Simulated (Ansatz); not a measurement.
Computed with Ansatz on PBE0-D4/def2-TZVP structures; ΔE is electronic, products minus reactants. CCSD(T)/CBS is the MP2 limit (def2-TZVPP, def2-QZVPP) plus CCSD(T) − MP2 in def2-TZVPP, frozen cores. This one scheme is used for every species. Functionals use def2-TZVPP. B3LYP here is the variant with VWN-RPA as its local correlation; programs differ in this. One conformer a species, not always the lowest.

Consider the substitution at a C–C bond: `BCC1CC=N1` + `C=N` → `BCN=C` + `C1=NCC1`.

| species | B3LYP-D4 energy (Eh) |
| --- | --- |
| `BCC1CC=N1` | -236.87340 |
| `C=N` | -94.67558 |
| `BCN=C` | -159.44610 |
| `C1=NCC1` | -172.09379 |

Work out ΔE.

ΔE = (-159.44610) + (-172.09379) − (-236.87340) − (-94.67558) = 0.00909 Eh = +5.7 kcal/mol. CCSD(T)/CBS gives +7.6 kcal/mol.

Largest T1 diagnostic among the species: 0.012.

From PBE to PBE0 (25 % exact exchange), in def2-TZVPP and without D4, ΔE moves by +0.9 kcal/mol. The D4 term adds +1.2 kcal/mol with B3LYP and +0.7 kcal/mol with PBE0; it sums over pairs of atoms, weighted by their polarisabilities, and B3LYP, whose exchange is more repulsive, gets the larger term. In def2-TZVPP, CCSD(T) changes the Hartree–Fock value by +1.4 kcal/mol (the triples alone add +0.1 kcal/mol) and MP2 by +1.8 kcal/mol.
